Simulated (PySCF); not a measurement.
Si(F)(Me)2(Cl) (C₂H₆ClFSi), SMILES C[Si](C)(F)Cl.

Geometry: PBE0-D3(BJ)/def2-SVP.

Two levels are set side by side: PBE/def2-TZVP (PySCF) and ωB97X/def2-TZVP (PySCF). Same geometry, gas phase. Differences are taken from unrounded values.

```csv
quantity,ωB97X,PBE,PBE minus ωB97X
orbital gap (eV),14.02,7.46,-6.56
highest occupied level (eV),-11.16,-7.36,3.80
lowest empty level (eV),2.85,0.10,-2.76
dipole moment (D),2.53,2.41,-0.12
mean polarisability (bohr³),58.0,61.0,3.0
```

Without exact exchange PBE keeps part of each electron's self-repulsion, which lifts occupied levels and narrows the gap. Loosely held outer electrons make PBE densities more polarisable. Differences between two approximate levels are no errors against the true value.

Rough cost on one machine, each run with all the roots and properties that it gave: ωB97X against PBE within a factor of 2.
